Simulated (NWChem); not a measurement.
# CH$_{2}$ClFO$_{2}$Si; SMILES O=CO[Si@@H](F)Cl

```xyz
8

O      0.7772    -2.2430    -0.4191
C     -0.0710    -2.0740     0.4179
O     -0.7380    -0.9107     0.6118
Si    -0.4607     0.4274    -0.3749
F     -1.6477     1.4195     0.0201
Cl     1.3159     1.3148     0.1085
H     -0.4162    -2.8356     1.1304
H     -0.5331     0.1096    -1.8042
```
Atoms are numbered in this order, from 1.

Results from NWChem. Pople sets run with spherical d functions. All runs use the structure optimised with B3LYP/6-31G* (spherical d). B3LYP is NWChem's, with the RPA form of VWN correlation. Level: B3LYP/6-31G* with SMD (1 M gas to 1 M solution), gas-phase geometry. Reactions with the solvent are ignored.

For solvent toluene:

- solvation free energy (kcal/mol): -3.2
- cavity-dispersion-structure term (kcal/mol): -1.0
- dipole in solution (D): 1.71

Problem. What are these values for solvent water?

Solution. 
- solvation free energy (kcal/mol): -1.2
- cavity-dispersion-structure term (kcal/mol): 4.8
- dipole in solution (D): 2.01
